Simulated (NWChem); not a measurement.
System: KCl; SMILES [Cl][K]

NWChem printed, in part:

```
             Northwest Computational Chemistry Package (NWChem) 7.3.0
             --------------------------------------------------------

                             Geometry "geometry" -> ""
                             -------------------------

 Output coordinates in angstroms (scale by  1.889725989 to convert to a.u.)

  No.       Tag          Charge          X              Y              Z
 ---- ---------------- ---------- -------------- -------------- --------------
    1 K                   19.0000     0.00000000     0.00000000    -1.27046200
    2 Cl                  17.0000     0.00000000     0.00000000     1.41373900

 Effective nuclear repulsion energy (a.u.)      63.6778882904

                              NWChem Property Module
                              ----------------------

                                 NWChem DFT Module
                                 -----------------

 Summary of "ao basis" -> "ao basis" (spherical)
 ------------------------------------------------------------------------------
       Tag                 Description            Shells   Functions and Types
 ---------------- ------------------------------  ------  ---------------------
 K                          def2-svp                10       24   5s3p2d
 Cl                         def2-svp                 8       18   4s3p1d

            General Information
            -------------------
          SCF calculation type: DFT
          Wavefunction type:  closed shell.
          No. of atoms     :     2
          No. of electrons :    36
           Alpha electrons :    18
            Beta electrons :    18
          Charge           :     0
          Spin multiplicity:     1
          Use of symmetry is: off; symmetry adaption is: off
          Maximum number of iterations: 150
          AO basis - number of functions:    42
                     number of shells:    18
          Convergence on energy requested:  1.00D-06
          Convergence on density requested:  1.00D-05
          Convergence on gradient requested:  5.00D-04

              XC Information
              --------------
                     Hartree-Fock (Exact) Exchange  1.000
                   CAM-Becke88 Exchange Functional  1.000
                      VWN V Correlation Functional  0.190 local
              Lee-Yang-Parr Correlation Functional  0.810

           Range-Separation Parameters
           ---------------------------
           Alpha           :  0.19
           Beta            :  0.46
           Gamma           :  0.33
           Short-Range HF  :     F

             Grid Information
             ----------------
          Grid used for XC integration:  medium
          Radial quadrature: Mura-Knowles
          Angular quadrature: Lebedev.
          Tag              B.-S. Rad. Rad. Pts. Rad. Cut. Ang. Pts.
          ---              ---------- --------- --------- ---------
          K                   2.20      112          14.0       590
          Cl                  1.00       88          11.0       590
          Grid pruning is: on
          Number of quadrature shells:   200
          Spatial weights used:  Erf1

      Superposition of Atomic Density Guess
      -------------------------------------

 Sum of atomic energies:       -1058.40089110

      Non-variational initial energy
      ------------------------------

 Total energy =   -1058.258856
 1-e energy   =   -1585.411116
 2-e energy   =     463.474372
 HOMO         =      -0.443223
 LUMO         =      -0.047443

   convergence    iter        energy       DeltaE   RMS-Dens  Diis-err
 ---------------- ----- ----------------- --------- --------- ---------
 d= 0,ls=0.0,diis     1  -1059.9695019785 -1.12D+03  2.44D-02  2.51D-01
 d= 0,ls=0.0,diis     2  -1059.9918978367 -2.24D-02  9.24D-03  1.12D-01
 d= 0,ls=0.0,diis     3  -1060.0054355106 -1.35D-02  1.09D-03  7.35D-04
 d= 0,ls=0.0,diis     4  -1060.0056026646 -1.67D-04  1.75D-04  2.83D-05
 d= 0,ls=0.0,diis     5  -1060.0056077703 -5.11D-06  5.38D-05  9.07D-07
 d= 0,ls=0.0,diis     6  -1060.0056080449 -2.75D-07  1.13D-05  3.42D-08
 d= 0,ls=0.0,diis     7  -1060.0056080584 -1.36D-08  2.80D-06  2.12D-09

         Total DFT energy =    -1060.005608058440
      One electron energy =    -1589.096946601650
           Coulomb energy =      527.275268578160
    Exchange-Corr. energy =      -61.861818325321
 Nuclear repulsion energy =       63.677888290371

 Numeric. integr. density =       35.999999785589

                       DFT Final Molecular Orbital Analysis
                       ------------------------------------

 Vector   16  Occ=2.000000D+00  E=-2.585400D-01
              MO Center= -4.0D-09,  3.0D-09,  1.3D+00, r^2= 1.6D+00
   Bfn.  Coefficient  Atom+Function         Bfn.  Coefficient  Atom+Function
  ----- ------------  ---------------      ----- ------------  ---------------
    37      0.649440  2 Cl pz                34      0.442154  2 Cl pz
     4     -0.275678  1 K  s                 31      0.264841  2 Cl pz
    11      0.142919  1 K  pz                 5      0.141982  1 K  s
     3      0.136178  1 K  s                 28      0.061845  2 Cl s
    17     -0.047731  1 K  d  0              27      0.046120  2 Cl s

 Vector   17  Occ=2.000000D+00  E=-2.504970D-01
              MO Center= -2.4D-10,  1.9D-10,  1.3D+00, r^2= 1.4D+00
   Bfn.  Coefficient  Atom+Function         Bfn.  Coefficient  Atom+Function
  ----- ------------  ---------------      ----- ------------  ---------------
    35      0.473363  2 Cl px                36     -0.430463  2 Cl py
    32      0.329898  2 Cl px                33     -0.300000  2 Cl py
    29      0.196366  2 Cl px                30     -0.178570  2 Cl py
    12      0.084981  1 K  px                13     -0.077279  1 K  py
    23     -0.063504  1 K  d  1              21     -0.057749  1 K  d -1

 Vector   18  Occ=2.000000D+00  E=-2.504970D-01
              MO Center= -2.2D-10, -3.3D-10,  1.3D+00, r^2= 1.4D+00
   Bfn.  Coefficient  Atom+Function         Bfn.  Coefficient  Atom+Function
  ----- ------------  ---------------      ----- ------------  ---------------
    36      0.473363  2 Cl py                35      0.430463  2 Cl px
    33      0.329898  2 Cl py                32      0.300000  2 Cl px
    30      0.196366  2 Cl py                29      0.178570  2 Cl px
    13      0.084981  1 K  py                12      0.077279  1 K  px
    21      0.063504  1 K  d -1              23     -0.057749  1 K  d  1

 Vector   19  Occ=0.000000D+00  E=-3.431434D-02
              MO Center= -4.9D-10, -1.0D-08, -2.4D+00, r^2= 9.5D+00
   Bfn.  Coefficient  Atom+Function         Bfn.  Coefficient  Atom+Function
  ----- ------------  ---------------      ----- ------------  ---------------
     4      0.570928  1 K  s                 14     -0.426514  1 K  pz
     5      0.409154  1 K  s                  3     -0.295094  1 K  s
    11      0.141767  1 K  pz                37      0.068884  2 Cl pz
    34      0.057903  2 Cl pz                 2      0.055420  1 K  s
    27     -0.054710  2 Cl s                  8     -0.039392  1 K  pz

 Vector   20  Occ=0.000000D+00  E= 3.583395D-02
              MO Center= -2.0D-08,  2.6D-08, -1.1D+00, r^2= 2.8D+01
   Bfn.  Coefficient  Atom+Function         Bfn.  Coefficient  Atom+Function
  ----- ------------  ---------------      ----- ------------  ---------------
     5     -1.965291  1 K  s                  4      1.835111  1 K  s
    14     -0.373024  1 K  pz                 3     -0.270365  1 K  s
    37      0.130082  2 Cl pz                11      0.124112  1 K  pz
    28      0.070512  2 Cl s                 22      0.060223  1 K  d  0
    34      0.045142  2 Cl pz                 2      0.044424  1 K  s

 Vector   21  Occ=0.000000D+00  E= 3.747955D-02
              MO Center=  1.8D-08, -2.3D-08, -1.6D+00, r^2= 8.5D+00
   Bfn.  Coefficient  Atom+Function         Bfn.  Coefficient  Atom+Function
  ----- ------------  ---------------      ----- ------------  ---------------
    13      0.785497  1 K  py                12     -0.645642  1 K  px
    10     -0.215444  1 K  py                 9      0.177085  1 K  px
    21     -0.145531  1 K  d -1              23     -0.119619  1 K  d  1
    36     -0.109884  2 Cl py                35      0.090320  2 Cl px
     7      0.058645  1 K  py                33     -0.051776  2 Cl py

     Multipole analysis of the density
     ---------------------------------

     L   x y z        total         alpha         beta         nuclear
     -   - - -        -----         -----         ----         -------
     0   0 0 0     -0.000000    -18.000000    -18.000000     36.000000

     1   1 0 0      0.000000      0.000000      0.000000      0.000000
     1   0 1 0      0.000000      0.000000      0.000000      0.000000
     1   0 0 1     -3.813958     -1.807565     -1.807565     -0.198828

     2   2 0 0    -18.733470     -9.366735     -9.366735      0.000000
     2   1 1 0      0.000000      0.000000      0.000000      0.000000
     2   1 0 1     -0.000000     -0.000000     -0.000000      0.000000
     2   0 2 0    -18.733470     -9.366735     -9.366735      0.000000
     2   0 1 1      0.000000      0.000000      0.000000      0.000000
     2   0 0 2    -17.418549   -124.134261   -124.134261    230.849972

[...]

 DFT Linear Response polarizability / au
 Frequency  =       0.0000000 / au
              X              Y              Z
 -----------------------------------------------
 X      22.4046869      0.0000000     -0.0000000
 Y       0.0000000     22.4046869      0.0000002
 Z      -0.0000000      0.0000002     34.1757539
 -----------------------------------------------
 Eigenvalues =      22.4046869     22.4046870     34.1757539
 Isotropic   =      26.3283759
 Anisotropic =      11.7710670
 -----------------------------------------------

 Magnetic Dipole Response Matrix (nonzero elements):

 Exiting AOResponse driver routine
```

Level: CAM-B3LYP/def2-SVP. All runs use the structure optimised with PBE0-D3(BJ)/def2-TZVP.

Problem. Which NWChem input produces such a log?

Solution. Several could match; the one computed here: the input that was run:
```
start job
memory heap 200 mb stack 900 mb global 1100 mb
geometry units angstroms noautosym nocenter noautoz
  K      0.000000     0.000000    -1.270462
  Cl     0.000000     0.000000     1.413739
end
basis spherical
  K library def2-svp
  Cl library def2-svp
end
dft
  xc xcamb88 1.00 lyp 0.81 vwn_5 0.19 hfexch 1.00
  cam 0.33 cam_alpha 0.19 cam_beta 0.46
  iterations 150
end
property
  response 1 0.0
end
task dft property
```
